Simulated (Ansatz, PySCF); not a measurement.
System: dichlorosilane, sum formula SiH2Cl2, net charge 0, singlet state. 
Coordinates optimised at B3LYP-D3(BJ)/def2-TZVP (Ansatz, a program for electronic structure):
```xyz
5

Si    -0.0248    -0.7650     0.0400
Cl     1.6947     0.3538    -0.0114
Cl    -1.6683     0.4617    -0.0313
H     -0.0563    -1.5128     1.3053
H     -0.0459    -1.6411    -1.1402
```
Charge 0, spin multiplicity 1.

Total electronic energies in hartree. Valence correlation only, unless marked. Spin-orbit coupling is left out. Non-relativistic. FCI takes restricted orbitals. CBS marks a two-point X^-3 extrapolation of the correlation energy; Hartree-Fock from the larger set. [CCSD(T)-MP2]/basis is that difference in the basis named.

```
level                                                                             program  energy (Eh)
-------------------------------------------------------------------------  --------------  -----------
HF/aug-cc-pV(D+d)Z                                                                 Ansatz  -1209.21974
HF-D4/def2-TZVPD                                                            PySCF + dftd4  -1209.25369
RI-HF/cc-pV(T+d)Z                                                                  Ansatz  -1209.26096
SVWN5/def2-TZVPD                                                                   Ansatz  -1207.09482
r2SCAN-D3(BJ)/def2-TZVPD                                                   Ansatz + dftd3  -1211.14478
B3LYP/def2-TZVPD                                                                   Ansatz  -1211.28222
PBE0/6-31G*                                                                        Ansatz  -1210.70655
PBE0/def2-TZVP                                                                     Ansatz  -1210.80366
BHLYP-D4/def2-TZVPD                                                        Ansatz + dftd4  -1211.23898
BHLYP/def2-TZVPD                                                                   Ansatz  -1211.23272
M06-2X/def2-TZVPD                                                                   PySCF  -1211.17827
MN15-D3(BJ)/def2-TZVPD                                                      PySCF + dftd3  -1210.92950
HSE06-D4/def2-TZVPD                                                        Ansatz + dftd4  -1210.78643
wB97X/def2-TZVPD                                                                   Ansatz  -1211.22331
B2GP-PLYP-D4/def2-TZVPD                                                    Ansatz + dftd4  -1210.71626
MP2/cc-pV(D+d)Z                                                                    Ansatz  -1209.58453
MP2/cc-pV(T+d)Z                                                                    Ansatz  -1209.75975
RI-MP2/aug-cc-pV(Q+d)Z                                                             Ansatz  -1209.82536
CCSD(T)/6-31G*                                                                     Ansatz  -1209.51949
CCSD(T)/cc-pwCVTZ                                                                  Ansatz  -1209.83627
FCI/STO-3G                                                                         Ansatz  -1196.09392
RI-MP2/CBS(aug-cc-pV(T+d)Z,aug-cc-pV(Q+d)Z)+[CCSD(T)-MP2]/aug-cc-pV(T+d)Z          Ansatz   -1209.9256
RI-MP2/CBS(cc-pV(T+d)Z,cc-pV(Q+d)Z)+[CCSD(T)-MP2]/cc-pV(T+d)Z                      Ansatz   -1209.9236
```

Totals of different functionals don't rank their quality; only differences between species are comparable.
